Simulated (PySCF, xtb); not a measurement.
ReF₅, SMILES [F][Re]([F])([F])([F])[F] (connectivity only; charge and spin as stated), neutral, multiplicity 3.

Harmonic wavenumbers (cm⁻¹) from GFN2-xTB in xtb 6.7.1 at its own minimum, in rising order: 88, 89, 126, 127, 174, 189, 189, 485, 504, 507, 536, 536.

### Question
What does PBE-D3(BJ)/def2-SVP (PySCF) give at its own minimum? (An estimate is asked for; the answer gives what the named calculation found.)

### Answer
141, 141, 147, 147, 197, 208, 208, 642, 657, 718, 729, 729. Paired by order, the mean absolute difference is 93 cm⁻¹ and the zero-point energies are 5.1 and 6.7 kcal/mol.
